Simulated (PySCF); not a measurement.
A geometry optimisation on `[SiH3]CC(Cl)(Cl)Cl`.

Method: PBE0-D3(BJ)/def2-SVP geometry optimisation, gas phase (PySCF 2.14.0). Start geometry: GFN2-xTB. A driver script takes a list of jobs; this job's settings line and coordinates (Å) are shown.

Command:
```bash
OMP_NUM_THREADS=1 python probes_run.py task.json out
```

Input:
```
{"job": {"xc": "PBE0", "basis": "def2-SVP", "d3": "d3bj", "grid": 1, "shake": 0.01, "kind": "geom"}, "charge": 0, "multiplicity": 1}
Si     1.551430    -0.200580    -0.170900
C     -0.176990     0.703500    -0.097400
C     -1.314430    -0.235480     0.203020
Cl    -1.211080    -1.640840    -0.870510
Cl    -2.897690     0.545690    -0.002170
Cl    -1.203350    -0.813700     1.885100
H      2.530070     0.882630     0.021420
H      1.698720    -0.767760    -1.503360
H      1.618230    -1.172540     0.897780
H     -0.378050     1.180310    -1.045430
H     -0.178750     1.492940     0.666790
```

Output:
```
step   0  E = -1748.05495500  max force = 0.024088
step   1  E = -1748.05802615  max force = 0.005000
step   2  E = -1748.05845521  max force = 0.002161
step   3  E = -1748.05850475  max force = 0.000743
step   4  E = -1748.05851329  max force = 0.000260
optimisation converged
```

Energies in Eh; «max force» is the largest Cartesian gradient component in Eh/bohr.

How much energy does the optimisation release, in eV?

E(step 0) − E(last step) = 0.003558 Eh, which is 0.097 eV.

Give the first gradient maximum in eV/Å.

With 1 Eh/bohr = 51.422 eV/Å, 1.239 eV/Å.

Summary of the converged run: final energy -1748.05851 Eh after 4 steps; dipole 1.49 D.

Give the final coordinates.

0.082 Å rms from the input after alignment:
```
atom  x, y, z in Å
Si1    1.8566   -0.8604   -0.0970
C2     0.0748   -0.1813   -0.1101
C3    -1.0296   -1.1782    0.1549
Cl4   -0.8941   -2.5610   -0.9687
Cl5   -2.6274   -0.4123   -0.0779
Cl6   -0.9390   -1.7848    1.8283
H7     2.7538    0.3171    0.1050
H8     2.1784   -1.4922   -1.4080
H9     2.0618   -1.8386    1.0067
H10   -0.1059    0.2626   -1.1026
H11   -0.0188    0.6299    0.6290
```

Estimate the wall time. Hardware: one thread of an Arm Neoverse V2, no GPU, on a shared host. And the peak memory of the process?

About 33 s, with 0.54 GiB resident at the peak, the Python interpreter and its libraries included.
Labels such as C1 count atoms from 1, the log's own numbers from 0.
